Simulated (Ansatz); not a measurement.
```yaml
crystal:
  periodic: [false, false, false]
  atoms:
    - {symbol: In, position_ang: [-0.198915, -0.035318, 0.078987]}
    - {symbol: F, position_ang: [-0.057356, -0.295805, 2.103924]}
    - {symbol: F, position_ang: [1.754724, -0.162784, -0.359424]}
    - {symbol: F, position_ang: [-0.909651, 1.712789, -0.592561]}
    - {symbol: F, position_ang: [-0.986216, -1.570163, -1.020053]}
basis:
  gaussian: {orbitals: def2-SVP, final_grid: {core_spheres: 8, valence_spheres: 7, degree: 23}}
total_charge: -1
hamiltonian: {xc: {name: HSE06}, dispersion: d3bj, pseudopotentials: {relativity: none}}
accuracy: high
scf: {omitted_lower_state_checks: [starts]}
output: {forces: true}
```

```sh
$ ansatz run in.yaml --threads 4 --pin off --events-out ev --progress --plain --max-ram 3916MiB
```

Shortened log:

```
Functional definition: HSE06
1720 factors; integrals over basis functions are off by at most 3.3e-9 eV
90 factors; integrals over basis functions are off by at most 1.2e-9 eV
mean field evaluation 1: about -16025.4016 eV, gradient 2.9e1 eV
mean field evaluation 2: about -16022.6794 eV, gradient 5.1e1 eV
mean field evaluation 4: about -16026.9676 eV, gradient 9.9e-1 eV
mean field evaluation 8: about -16027.0611 eV, gradient 1.0e-1 eV
mean field evaluation 16: about -16027.0611 eV, gradient 3.2e-6 eV
mean field -16027.06109536 eV, -588.9836317224 hartree, gradient 5.2e-8 eV, S^2 0.000000; 0 other end points of the search recorded, 0 dependent functions left out
reference -16027.06110026 eV, -588.9836319024 hartree; 29, 29 occupied and 53, 53 virtual orbitals, 1720 factors
Total energy: -16027.10524917 eV, -588.9852543449 hartree
Atom 0 at    -0.198915    -0.035318     0.078987 Å, force     0.649516    -0.747927     0.050626 eV/Å
Atom 1 at    -0.057356    -0.295805     2.103924 Å, force    -0.472359     0.183365    -1.014148 eV/Å
Atom 2 at     1.754724    -0.162784    -0.359424 Å, force    -0.294567     0.143654    -0.029413 eV/Å
Atom 3 at    -0.909651     1.712789    -0.592561 Å, force    -0.010548    -0.384863     0.285500 eV/Å
Atom 4 at    -0.986216    -1.570163    -1.020053 Å, force     0.127957     0.805770     0.707434 eV/Å
Dipole moment:    -0.293632     0.099070     0.086480 e Å
Checks for a lower state left out: starts
```

It took 1.4 s on 4 threads of Arm Neoverse V2 on a shared host.

In the def2 sets In takes a core potential; there is no spin–orbit coupling. HSE06 is defined as in plane-wave codes, on full-range PBE exchange. The highest occupied level of an anion often lies above zero with these methods, and sets without diffuse functions describe the outer electron poorly.

The dipole of an ion depends on the origin.
